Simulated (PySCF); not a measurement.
## SMILES FC[C@@H]1OC=C[C@@H]1Cl, C5H6ClFO

Cartesian coordinates in Å; atom numbers follow the order of the lines, from 1:
```xyz
14

F     2.544   -1.370   -0.161
C     1.803   -0.220   -0.121
C     0.360   -0.546    0.256
O    -0.337   -1.081   -0.871
C    -1.534   -0.462   -0.950
C    -1.731    0.492   -0.044
C    -0.484    0.646    0.755
Cl    0.277    2.254    0.391
H     1.852    0.236   -1.113
H     2.262    0.429    0.630
H     0.381   -1.329    1.027
H    -2.186   -0.826   -1.722
H    -2.585    1.127    0.065
H    -0.621    0.648    1.836
```

Computed with GIAO CAM-B3LYP/pcSseg-1 magnetisability, rotational g tensor and spin-rotation constants, non-relativistic, gas phase (PySCF 2.14.0). Geometry: GFN2-xTB.

**Question.** Give the nuclear spin-rotation constants along the inertial axes (H = +C I·J) beside the isotropic shieldings.

**Answer.** Rotational constants 2.2312, 1.5222, 0.9855 GHz. A star marks the isotopologue with that one atom substituted, in its own axes.
```
atom  isotope  Caa (kHz)  Cbb (kHz)  Ccc (kHz)  mean (kHz)  σ (ppm)
  F1      19F      1.051      0.378      0.122       0.517    423.2
 Cl8     35Cl      0.679      0.184      0.262       0.375    758.1
  H9       1H     -0.250     -0.147      0.073      -0.108     26.6
 H10       1H     -0.238      0.067     -0.069      -0.080     26.4
 H11       1H     -0.145     -0.153      0.021      -0.092     26.9
 H12       1H     -0.241      0.080     -0.063      -0.074     25.1
 H13       1H      0.193     -0.158     -0.122      -0.029     26.6
 H14       1H     -0.196     -0.148      0.044      -0.100     26.5
  C2     13C*      0.438      0.425      0.278       0.380     94.8
  C3     13C*      0.591      0.343      0.258       0.397     96.4
  O4     17O*     -0.379     -0.296     -0.168      -0.281    178.8
  C5     13C*      0.913      0.607      0.272       0.598     22.3
  C6     13C*      0.828      0.422      0.202       0.484     74.8
  C7     13C*      0.480      0.325      0.236       0.347    114.6
```
For the geometry as given, no vibrational averaging.

**Question.** How do the rotational constants and the g tensor change when H9, H10, H11, H12, H13, H14 are replaced by deuterium?

**Answer.** Constants 2.0319, 1.4328, 0.9354 GHz; g -0.0184, -0.0152, -0.0117, against -0.0188, -0.0169, -0.0124 before.
